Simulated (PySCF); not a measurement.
Unrelated species, one level of theory. Computed with TDDFT B3LYP/def2-SVPD, vertical, gas phase, core orbitals frozen in the response (PySCF 2.14.0, density-fitted response routines). Geometries: PBE0-D3(BJ)/def2-SVP; one conformer of each isolated species. Triplets are in the Tamm–Dancoff approximation. Relativistic effects are left out although some hold elements past zinc.

Question: Rank by computed LUMO energy, lowest first.
A. `C[O+](C)[GaH2-][F]`
B. `FC(F)(F)[C@@H](Cl)C(Cl)Cl`
C. `C1[C@@H](C#N)O[C@@H]([C@H](F)O1)F`
D. `O1BOBOB1`
E. `N#C[C@]1(OC(F)F)CCO1`

Answer: B (-1.17 eV), D (-0.94 eV), E (-0.81 eV), C (-0.48 eV), A (-0.17 eV).

```tsv
SMILES	LUMO (eV)	HOMO (eV)	α (au)	gap (eV)	f (S1)	S1 mainly
FC(F)(F)[C@@H](Cl)C(Cl)Cl	-1.17	-8.95	79.9	7.78	0.001	H-1→L (75%)
B1OBOBO1	-0.94	-9.46	45.3	8.52	0.000	H-1/H→L/L+1 (≥96%)
N#C[C@]1(OC(F)F)CCO1	-0.81	-8.83	70.4	8.02	0.004	H→L (94%)
N#C[C@@H]1CO[C@@H](F)[C@@H](F)O1	-0.48	-8.86	69.3	8.38	0.006	H→L (76%)
C[O+](C)[GaH2-][F]	-0.17	-7.67	62.2	7.50	0.005	H→L (83%)
```

H and L stand for HOMO and LUMO. A slash joins orbitals within 0.01 eV of each other, whose weights are summed (≥ marks a lower bound).

- `FC(F)(F)[C@@H](Cl)C(Cl)Cl`: Löwdin shares by element: HOMO chlorine 92%; LUMO chlorine 63%, carbon 19% or more (atoms not listed hold the other 18%).
- `B1OBOBO1`: Löwdin shares by element: HOMO (one of a set within 0.03 eV) oxygen 57%, boron 12% or more (atoms not listed hold the other 30%); LUMO (one of a set within 0.03 eV) boron 54% or more, oxygen 24% or more (atoms not listed hold the other 22%).
- `N#C[C@]1(OC(F)F)CCO1`: Löwdin shares by element: HOMO oxygen 61%, carbon 12% or more, hydrogen 6% or more (atoms not listed hold the other 21%); LUMO carbon 34% or more, nitrogen 28%, oxygen 10% or more (atoms not listed hold the other 28%).
- `N#C[C@@H]1CO[C@@H](F)[C@@H](F)O1`: Löwdin shares by element: HOMO oxygen 41%, carbon 18% or more (atoms not listed hold the other 42%); LUMO carbon 39% or more, nitrogen 31%, oxygen 12% or more (atoms not listed hold the other 18%).
- `C[O+](C)[GaH2-][F]`: Löwdin shares by element: HOMO hydrogen 47% or more, gallium 32%, fluorine 11%; LUMO gallium 26%, carbon 19% or more, hydrogen 7% or more, oxygen 7% (atoms not listed hold the other 41%).
